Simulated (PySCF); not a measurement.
Computed shifts of a molecule C2H6OSi2, KT2/pcSseg-1 (PySCF), GIAO, gas phase, atoms alike by connectivity averaged where their shifts nearly agree, in ppm (number of nuclei): ¹³C: 149.9 (2). ²⁹Si: -4.6 (2). ¹H: 7.53 (2), 5.78 (4). References: ¹³C against TMS (σ = 185.1 ppm); ²⁹Si against TMS (σ = 361.9 ppm); ¹⁷O against H2O (σ = 330.4 ppm); ¹H against TMS (σ = 31.47 ppm), references at their B3LYP-D3(BJ)/def2-TZVP geometries, non-relativistic. Coordinates come from a PBE0-D3(BJ)/def2-SVP optimisation. The values are those of a single conformer.

Which molecule gave these data?
A. [SiH3]C1=C[SiH2]O1
B. C#C[SiH2][SiH2]O
C. O[Si@@H]1C=C[SiH2]1
D. C1=C[SiH2]O[SiH2]1

D, C1=C[SiH2]O[SiH2]1
